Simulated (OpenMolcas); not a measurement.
Rh2+ among 4 point charges of -2 e arranged as a tetrahedron (Td), 2.26 Å from the ion.

```yaml
Program: OpenMolcas
Method: CASSCF
Basis: ANO-RCC-VTZP [7s6p4d2f1g]
Scalar_Hamiltonian: DKH2, point nucleus
Active_space: 7 electrons in 5 orbitals (4d)
State_averaging: 2S+1 = 4 even, 10 roots; 2S+1 = 2 even, 40 roots
Spin-orbit_coupling: RASSI with atomic mean-field integrals over the reference wave functions
```

What is the spin-free ground state (labels of Td)?

4A2, 1-fold in its orbital part, 100 % from free-ion F terms; it has the highest spin that d7 allows.

Where is the first state of the same spin?

4T2 at 1980 cm-1 above the ground state.

What are the lowest two levels with spin-orbit coupling?

A 4-fold level Γ8, then a 4-fold level Γ8 1560 cm-1 above it. Their leading multiplicities are 4 (99 %) and 4 (98 %).

What is χT at 300 K, and how does it compare with the textbook value?

The lowest level has 2S+1 = 4, for which the spin-only value is χT = S(S+1) / 2 = 1.875 cm3 K/mol (g = 2). The computed 4.162 at 300 K differs by +2.287, through orbital momentum, spin-orbit coupling and any other state in reach.

Without dynamic correlation the repulsion within the d shell is too large (B by tens of per cent), so at a given field states of lower spin stand too high. The ground term spreads over less than 5000 cm-1, several times less than with real ligands, so orbital moments are less quenched and χT lies further from the spin-only value than at real sites. Point charges carry no covalency, so the field is a model and not that of real ligands. No measured value stands beside these numbers.
